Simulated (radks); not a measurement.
Problem. The mean radii <r> (bohr) of the occupied orbitals of an atom or ion are listed with their occupations. Calculated with a radial shooting solver on a logarithmic mesh with Libxc functionals: scalar-relativistic Kohn-Sham, PBE, spin-polarised, spherical densities, finite nucleus; Fermi nuclear charge, rms radius of each element as measured or else 0.836 A^(1/3) + 0.57 fm.

| orbital | occ. | <r> |
|---|---|---|
| 1s up | 1 | 0.1036 |
| 1s down | 1 | 0.1036 |
| 2s up | 1 | 0.5191 |
| 2s down | 1 | 0.5190 |
| 2p up | 3 | 0.4843 |
| 2p down | 3 | 0.4842 |
| 3s up | 1 | 1.742 |
| 3s down | 1 | 1.743 |
| 3p up | 1 | 1.963 |

Name the element and its charge. Open shells, if any, are filled with parallel spins first.

Solution. Z = 15, phosphorus, charge +2: P2+ in [Ne] 3s2 3p1. The 1s radius gives Z: for a bare nucleus <r> = (2 gamma + 1)/(2Z) with gamma = sqrt(1 - (Z/c)^2), 0.0996 bohr for Z = 15, and screening makes it slightly larger (0.1036 here). The occupations add up to 13, and the charge is Z minus that.
